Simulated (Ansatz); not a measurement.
Reactions of C2H5NS, SMILES `C=NCS`.

Isolated molecules relaxed with PBE0-D4/def2-TZVP in Ansatz; ΔE leaves out vibrations. CCSD(T)/CBS is the MP2 limit (def2-TZVPP, def2-QZVPP) plus CCSD(T) − MP2 in def2-TZVPP, frozen cores. This one scheme is used for every species, atoms too. Functionals use def2-TZVPP. B3LYP here is the variant with VWN-RPA as its local correlation; programs differ in this. Open shells (•) are unrestricted, without spin–orbit coupling. Spin–orbit coupling would lower the free atoms: a little for C, S. One conformer a species, not always the lowest.

| reaction | PBE0-D4 (kcal/mol) | B3LYP-D4 (kcal/mol) | CCSD(T)/CBS(def2) (kcal/mol) |
| --- | --- | --- | --- |
| `C=NCS` + `O[SiH2]S` → `SCO[SiH2]S` + `C=N` | 7.5 | 6.4 | 7.7 |
| `C=NCS` → 2 C• + 5 H• + N• + S• | 793.3 | 790.8 | 786.9 |
| `C=NCS` + H–F → `FCS` + `C=N` | 7.5 | 6.1 | 8.8 |
| `C=NCS` + H–F → `C=NCF` + H₂S | 2.0 | 0.6 | 3.8 |
| `C=NCS` + H₂ → `C=NC` + H₂S | -16.5 | -16.6 | -16.4 |

Largest T1 diagnostic: 0.012, for `C=NCF`.
